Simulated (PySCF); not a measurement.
Ti(Cl)2(OSiH3) (Cl2H3OSiTi), SMILES [Ti+]([Cl])([O][SiH3])[Cl], charge +1, multiplicity 1.

The structure is a stationary point at PBE0-D3(BJ)/def2-SVP. The spin state was assumed, not searched. The isomer is the one that the SMILES or the coordinates give; other isomers of the formula were not compared. The values are those of a single conformer.

Two levels are set side by side: TDA-PBE/def2-SVPD (PySCF) and TDA-M06-2X/def2-SVPD (PySCF). Vertical, same geometry. The lowest singlet is HOMO→LUMO 100 % with PBE and HOMO→LUMO 54 %, HOMO−2→LUMO 36 % with the other functional; states are paired by order. Differences are taken from unrounded values.

| quantity | TDA-M06-2X |
|---|---|
| lowest singlet excitation (eV) | 3.96 |
| lowest triplet excitation (TDA) (eV) | 3.87 |

### Question
What does TDA-PBE give, and how far is it from TDA-M06-2X? (The exact figures need the calculation; the answer reports its results.)

### Answer

```tsv
quantity	TDA-PBE	TDA-PBE minus TDA-M06-2X
lowest singlet excitation (eV)	2.73	-1.23
lowest triplet excitation (TDA) (eV)	2.69	-1.18
```

Functionals without exact exchange tend to place singlet excitations lower, as here. Differences between two approximate levels are no errors against the true value.

Rough cost on one machine, each run with all the roots and properties that it gave: TDA-M06-2X against TDA-PBE about 10 times.
